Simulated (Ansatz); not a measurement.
Consider the isomerisation: `CC[Si]SC` → `CS[SiH]1CC1`.

Calculated with Ansatz (gas phase, PBE0-D4/def2-TZVP geometries, no zero-point term in ΔE). CCSD(T)/CBS adds triple-zeta CCSD(T) − MP2 to the extrapolated MP2 energy (def2 sets, frozen cores). Functionals use def2-TZVPP. Each species was taken in one conformer, which may not be the lowest.

CCSD(T)/CBS gives -0.01 eV.

(1) Another level gave -0.16 eV. Which?
A. BHLYP-D4/def2-TZVPP
B. BHLYP/def2-TZVPP
C. B97M-V/def2-TZVPP
D. r2SCANh-D4/def2-TZVPP

(2) What do rigid-rotor, harmonic-oscillator terms from PBE0-D4/def2-TZVP frequencies (298.15 K, 1 bar) make of the CCSD(T)/CBS value? (An estimate is asked.)

Largest T1 diagnostic among the species: 0.014.

Results:

(1) D. r2SCANh-D4 -0.16, B97M-V -0.08, BHLYP-D4 0.03, BHLYP -0.02 eV.

(2) Computed: ΔZPE = -0.09 eV, ΔH = -0.11 eV, ΔS = -9 J/(mol·K), ΔG = -0.08 eV.

The D4 term adds +0.05 eV with B3LYP and +0.03 eV with PBE0; it sums over pairs of atoms, weighted by their polarisabilities, and B3LYP, whose exchange is more repulsive, gets the larger term. Leaving LDA and LC-ωPBE aside and taking each functional with its dispersion term where it has one, the values, not all of them listed here, spread over 0.35 eV, from r2SCAN0-D4 to BLYP-D4. LDA lies −0.05 eV from PBE without D4.

B3LYP here is the variant with VWN-RPA as its local correlation; programs differ in this.
